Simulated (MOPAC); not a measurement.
A run for MOPAC: PM7 on CH2FN (a complex), monomers drawn apart or pushed together.

```
PM7 1SCF PRECISE CHARGE=0 THREADS=1
CH2FN

F     -0.04811267 1    -0.99302390 1    -0.13729845 1
H      0.03747627 1    -0.48044510 1     0.64394619 1
C      0.44464177 1     1.93795127 1     4.31634080 1
N      0.33821826 1     1.31071900 1     3.36723968 1
H      0.54409855 1     2.52394006 1     5.20294233 1
```

Program output:

```
*******************************************************************************
 **                                                                           **
 **                              MOPAC v23.2.5                                **
 **                                                                           **
 *******************************************************************************
 ** MOPAC's Digital Object Identifier: https://doi.org/10.5281/zenodo.6511958 **
 **                                                                           **
 ** Please cite the open-source release paper for use of this MOPAC version:  **
 ** J. E. Moussa and J. J. P. Stewart (2026)                                  **
 ** MOPAC: An open-source semiempirical molecular orbital program             **
 ** J. Open Source Softw., 11(119), 8025, https://doi.org/10.21105/joss.08025 **
 *******************************************************************************

                              PM7 CALCULATION RESULTS

 *******************************************************************************
 *  PM7        - The PM7 Hamiltonian to be used
 *
 *
 *
 *                 CHARGE ON SYSTEM = 0
 *
 *
 *
 *  PRECISE    - TIGHTER CRITERIA TO BE USED
 *  1SCF       - DO 1 SCF AND THEN STOP
 *  THREADS=1  - MULTI-THREADING NOT USED
 *  T=         - A TIME OF 172800.0 SECONDS REQUESTED
 *  DUMP=N     - RESTART FILE WRITTEN EVERY 7200.0 SECONDS REQUESTED
 *******************************************************************************
PM7 1SCF PRECISE CHARGE=0 THREADS=1
 CH2FN

   ATOM   CHEMICAL          X               Y               Z
  NUMBER   SYMBOL      (ANGSTROMS)     (ANGSTROMS)     (ANGSTROMS)

     1       F         -0.04811267  *  -0.99302390  *  -0.13729845  *
     2       H          0.03747627  *  -0.48044510  *   0.64394619  *
     3       C          0.44464177  *   1.93795127  *   4.31634080  *
     4       N          0.33821826  *   1.31071900  *   3.36723968  *
     5       H          0.54409855  *   2.52394006  *   5.20294233  *



          CARTESIAN COORDINATES

    NO.       ATOM           X           Y           Z

     1         F         -0.0481     -0.9930     -0.1373
     2         H          0.0375     -0.4804      0.6439
     3         C          0.4446      1.9380      4.3163
     4         N          0.3382      1.3107      3.3672
     5         H          0.5441      2.5239      5.2029

 General Reference for PM7:
 "Optimization of Parameters for Semiempirical Methods VI: More Modifications to the
 NDDO Approximations and Re-optimization of Parameters", J. J. P. Stewart, J. Mol. Mod., 1:32, 19 (2013)
 https://link.springer.com/article/10.1007/s00894-012-1667-x

           Empirical Formula: C H2 N F  =     5 atoms



      MOLECULAR POINT GROUP   :   C*v


      RHF CALCULATION, NO. OF DOUBLY OCCUPIED LEVELS = 9


 -------------------------------------------------------------------------------
 PM7 1SCF PRECISE CHARGE=0 THREADS=1
 CH2FN



     1SCF WAS SPECIFIED, SO BFGS WAS NOT USED
     SCF FIELD WAS ACHIEVED


                              PM7 CALCULATION
                                                       MOPAC v23.2.5 Linux




          FINAL HEAT OF FORMATION =        -32.53012 KCAL/MOL =    -136.10604 KJ/MOL


          COSMO AREA              =         98.54 SQUARE ANGSTROMS
          COSMO VOLUME            =         69.58 CUBIC ANGSTROMS

          IONIZATION POTENTIAL    =         14.016630 EV
          HOMO LUMO ENERGIES (EV) =        -14.017  0.784
          NO. OF FILLED LEVELS    =          9
          MOLECULAR WEIGHT        =         47.0319         POINT GROUP:  C*v

          MOLECULAR DIMENSIONS (Angstroms)

            Atom       Atom       Distance
            H     5    F     1     6.42168
            N     4    H     5     0.00413
            C     3    F     1     0.00000


          SCF CALCULATIONS        =          1





   ATOM   CHEMICAL          X               Y               Z
  NUMBER   SYMBOL      (ANGSTROMS)     (ANGSTROMS)     (ANGSTROMS)

     1       F         -0.04811267  *  -0.99302390  *  -0.13729845  *
     2       H          0.03747627  *  -0.48044510  *   0.64394619  *
     3       C          0.44464177  *   1.93795127  *   4.31634080  *
     4       N          0.33821826  *   1.31071900  *   3.36723968  *
     5       H          0.54409855  *   2.52394006  *   5.20294233  *

                             CARTESIAN COORDINATES

   1    F       -0.048112670    -0.993023900    -0.137298450
   2    H        0.037476270    -0.480445100     0.643946190
   3    C        0.444641770     1.937951270     4.316340800
   4    N        0.338218260     1.310719000     3.367239680
   5    H        0.544098550     2.523940060     5.202942330


           Empirical Formula: C H2 N F  =     5 atoms



      MOLECULAR POINT GROUP   :   C*v


                  EIGENVALUES
 -39.78582 -35.77078 -21.05931 -16.81433 -15.28619 -15.28619 -14.36434 -14.36434
 -14.01663   0.78352   0.78352   3.78139   4.79780   5.46061


              NET ATOMIC CHARGES AND DIPOLE CONTRIBUTIONS

  ATOM NO.   TYPE          CHARGE      No. of ELECS.   s-Pop       p-Pop
    1          F          -0.309859        7.3099     1.96072     5.34914
    2          H           0.309800        0.6902     0.69020
    3          C           0.014277        3.9857     1.15062     2.83510
    4          N          -0.231400        5.2314     1.82319     3.40821
    5          H           0.217182        0.7828     0.78282
 DIPOLE           X         Y         Z       TOTAL
 POINT-CHG.     0.350     2.072     3.144     3.781
 HYBRID         0.066     0.393     0.595     0.716
 SUM            0.416     2.465     3.739     4.497


          ATOMIC ORBITAL ELECTRON POPULATIONS

     Atom    s        px        py        pz
    1  F   1.96072   1.99458   1.80576   1.54879
    2  H   0.69020
    3  C   1.15062   0.92483   0.94304   0.96724
    4  N   1.82319   1.07729   1.13027   1.20065
    5  H   0.78282

 **********************
 *                    *
 * JOB ENDED NORMALLY *
 *                    *
 **********************




 == MOPAC DONE ==
```

The run finished.

Cost: roughly 0.020 core-seconds.
